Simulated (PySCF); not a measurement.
BeFH3Si. Atoms are numbered in the order given.

```xyz
6

Be     0.0000     0.0000    -0.8767
F      0.0000     0.0000    -2.2467
Si     0.0000     0.0000     1.2997
H      1.2015     0.6937     1.8437
H      0.0000    -1.3874     1.8437
H     -1.2015     0.6937     1.8437
```

Geometry: PBE0-D3(BJ)/def2-TZVP.

The numbers are results of TDDFT-ωB97X/def2-SVPD (PySCF), not measurements.

Vertical excitations; the highest root listed may be one member of a degenerate set. The molecule is in vacuum. State labels are in the subgroup Cs.

Computed excitation energies, oscillator strengths and character:
| state | symmetry | energy (eV) | λ (nm) | f | main pairs |
|---|---|---|---|---|---|
| S1 | A" | 6.68 | 186 | 0.111 | HOMO→LUMO (degenerate set) |
| S2 | A' | 6.68 | 186 | 0.111 | HOMO→LUMO+1 (degenerate set) |
| S3 | A' | 7.62 | 163 | 0.274 | HOMO→LUMO+2 88 % |
| S4 | A" | 8.13 | 153 | 0.000 | HOMO−1→LUMO 42 %, HOMO−2→LUMO+1 42 % |
| S5 | A" | 8.47 | 146 | 0.026 | HOMO−2→LUMO+1, HOMO−1→LUMO (degenerate set) |
| S6 | A' | 8.47 | 146 | 0.026 | HOMO−2→LUMO, HOMO−1→LUMO+1 (degenerate set) |
| S7 | A' | 8.64 | 143 | 0.023 | HOMO−1→LUMO+1 29 %, HOMO−2→LUMO 29 %, HOMO→LUMO+6 23 %, HOMO→LUMO+3 7 % |
| S8 | A" | 8.91 | 139 | 0.006 | HOMO→LUMO+8, HOMO→LUMO+4 (degenerate set) |
| S9 | A' | 8.91 | 139 | 0.005 | HOMO→LUMO+7, HOMO→LUMO+5 (degenerate set) |
| S10 | A" | 9.21 | 135 | 0.222 | HOMO−2→LUMO+2 73 %, HOMO−2→LUMO+3 14 % |
| T1 | A" | 5.47 | 226 | 0 | HOMO→LUMO (degenerate set) |
| T2 | A' | 5.47 | 226 | 0 | HOMO→LUMO+1 (degenerate set) |
| T3 | A' | 7.08 | 175 | 0 | HOMO→LUMO+2 84 % |
| T4 | A' | 7.70 | 161 | 0 | HOMO−1→LUMO+1 40 %, HOMO−2→LUMO 40 %, HOMO−1→LUMO+5 6 %, HOMO−2→LUMO+4 6 % |
Triplets are in the Tamm–Dancoff approximation, which puts them higher than full response would, so one can lie above its singlet here.
